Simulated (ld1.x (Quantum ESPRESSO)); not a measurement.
**Before and after: ultrasoft potential for Rh (Z = 45)**

* Element: rhodium
* Generator: ld1.x (Quantum ESPRESSO) 7.5
* Type: ultrasoft
* Functional: revPBE
* Relativity: scalar-relativistic
* Frozen core: [Kr]
* Valence charge: 9
* Reference configuration: 4d6 5s0 5p0 (charge +3)
* Partial waves: 5s (bound, empty): rcut 1.70, rcutus 2.30 bohr; 5s channel at 2 Ry: rcut 1.70, rcutus 2.30 bohr; 5p (bound, empty): rcut 1.80, rcutus 2.35 bohr; 5p channel at -0.65 Ry: rcut 1.80, rcutus 2.35 bohr; 4d (bound): rcut 1.20, rcutus 1.65 bohr; 4d channel at -1.75 Ry: rcut 1.20, rcutus 1.65 bohr
* Local potential: all-electron potential smoothed inside 1.55 bohr (lloc = -2)
* Core correction: a·sin(br)/r model core inside 1.05 bohr
* Augmentation charge: built from norm-conserving waves at rcut, not smoothed further

All-electron outer shells of the reference configuration (revPBE, scalar-relativistic, ld1.x):

```json
{"shell": "4p", "level (eV)": "-86.02", "outermost node (bohr)": "0.47", "outermost maximum (bohr)": "0.94"}
{"shell": "4d", "level (eV)": "-39.44", "outermost node (bohr)": "0.46", "outermost maximum (bohr)": "1.11"}
{"shell": "5s", "level (eV)": "-29.53", "outermost node (bohr)": "1.16", "outermost maximum (bohr)": "2.24"}
{"shell": "5p", "level (eV)": "-22.56", "outermost node (bohr)": "1.29", "outermost maximum (bohr)": "2.60"}
```

Change: waves 4d (bound): rcut 1.20, rcutus 2.16 bohr; 4d channel at -1.75 Ry: rcut 1.20, rcutus 2.16 bohr.

Cutoffs: the cutoffs (Ry, on a coarse ladder) from which the occupation-weighted sum of valence levels, in a spherical-Bessel basis at the reference potential, stays within 10 and 1 mRy of its value at 400 Ry; they do not see the model core or the augmentation charge, which bear on the density cutoff. Errors are all-electron minus pseudo energies relative to the spin-unpolarised reference configuration.

Question: Predict the effect on cutoff, ghosts and configuration errors.

Answer: The potential gets softer (40 Ry and 70 Ry → 25 Ry and 40 Ry); both files keep a bound ghost (p); the number of tests that count goes from 7 to 6; the errors of the 6 common tests hardly move; the range in which the d phases agree narrows (upper end at the end of the scan → 0.2). A larger radius leaves more room for a smooth pseudo-wave, so fewer plane waves are needed.

```csv
quantity,base,changed
"cutoff, loose",40 Ry,25 Ry
"cutoff, tight",70 Ry,40 Ry
bound ghosts,p,p
"tests counted (converged, no solver errors)",7 of 7,6 of 7
"error for 4d8 5s1 5p0, meV [ΔE -59.18 eV]",-303,-313
"error for 4d8 5s0 5p0, meV [ΔE -51.85 eV]",-354,-369
"error for 4d7 5s0 5p0, meV [ΔE -32.43 eV]",-123,-129
"error for 4d8 5s0 5p1, meV [ΔE -55.62 eV]",-301,-314
"error for 4d7 5s1 5p1, meV [ΔE -52.54 eV]",-97,-100
"error for 4d8 5s0.5 5p0, meV [ΔE -56.32 eV]",-329,-341
s: phases at 2.55 bohr within 0.05 rad from the reference energy up to (Ry; the scan ends near 5),3.6,3.6
p: phases at 2.55 bohr within 0.05 rad from the reference energy up to (Ry; the scan ends near 5),4.0,4.0
d: phases at 2.55 bohr within 0.05 rad from the reference energy up to (Ry; the scan ends near 5),to the end of the scan,0.2
lowest overlap eigenvalue by channel,"s 0.71, p 0.76, d 0.55","s 0.71, p 0.76, d 0.25"
```

Changed file: Tests not counted: 4d8.5 5s0.5 5p0 (solver errors, printed error -568 eV). A true bound ghost makes a file unfit for plane-wave use even where its test errors are small: the radial tests pick states by their node count and pass the ghost by. Where a test does run into it, the solver fails or the error is huge.
